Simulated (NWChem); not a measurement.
Molecule: MgH2SO; SMILES [OH][Mg][SH]

```xyz
5

Mg     0.0043    -0.5907    -0.1027
O     -0.1930    -2.3747    -0.1851
H     -0.0577    -3.0588     0.4775
S      0.2493     1.7023    -0.0899
H     -1.0313     1.9129     0.2983
```
Atoms are numbered in this order, from 1.

All runs: NWChem. STO-3G and 3-21G are far too small for this property and stand as cheap habits. The geometry was optimised at B3LYP/6-31G* (spherical d). GIAO values for the isolated, static molecule; σ is the absolute isotropic shielding, δ = σ(reference) − σ with the isolated reference molecule computed at the same levels (1H: tetramethylsilane, 17O: water).

| level | σ Mg1 (ppm) | δ O2 (ppm) | δ H3 (ppm) | σ S4 (ppm) | δ H5 (ppm) |
|---|---|---|---|---|---|
| PBE/pcSseg-1 | 477.9 | -19.5 | 0.05 | 856.9 | -1.30 |
| KT2/pcSseg-1 | … | … | 0.08 | 860.3 | … |
| PBE0/pcSseg-2 | 494.0 | -12.8 | 0.25 | 854.6 | -1.12 |
| Hartree-Fock/STO-3G | 473.9 | -50.5 | -4.03 | 962.7 | -3.76 |

Question: Complete the blanks.

Answer: 
- KT2/pcSseg-1, σ Mg1 (ppm): 488.4
- KT2/pcSseg-1, δ O2 (ppm): -17.3
- KT2/pcSseg-1, δ H5 (ppm): -1.22
